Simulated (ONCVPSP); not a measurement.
# Ranking ONCV potentials for Bi

All share these settings but for the change named:

ONCVPSP 4.0.1 input, shortened (lines: element, Z, core and valence counts, functional; n l f; lmax; l rc ep ncon nbas qcut; lloc lpopt rc5 dvloc0; l nproj debl; icmod fcfact rcfact), PBE, scalar-relativistic:

```
  Bi 83.00   13    2        4      upf
    1    0    2.00
    2    0    2.00
    2    1    6.00
    3    0    2.00
    3    1    6.00
    3    2   10.00
    4    0    2.00
    4    1    6.00
    4    2   10.00
    4    3   14.00
    5    0    2.00
    5    1    6.00
    5    2   10.00
    6    0    2.00
    6    1    3.00
    1
    0    2.00    0.00    3    6    3.30
    1    2.20    0.00    5    8    3.70
    0    5    2.00    0.00
    0    0    1.90
    1    2    2.80
    3    3.00    1.25
```

Test errors are all-electron minus pseudo excitation energies from the reference, over 6s2 6p2; 6s2 6p1; 6s2 6p0; 6s2 6p2.5. None of these files shows a bound ghost.

The base gives 76.5 meV.

Of 11 variants that were run, those that failed, showed a ghost or another fault, or gave nearly equal values are left out.

A variant can come out equal or close to the base, since the largest error may sit in a test that the change hardly touches while other tests move.

Task: Rank these variants by their largest absolute test error, smallest first.
A. core correction Teter function fitted to the true core (icmod 2), fcfact 0.45
B. core correction Teter function, fcfact 3, rcfact 0.98
C. all radii but the core radius scaled by about 1.23 (s 2.46, p 2.70 bohr)
D. s: nbas 8

Result: C (31.8 meV), D (72.9 meV), B (93.1 meV), A (207.1 meV).
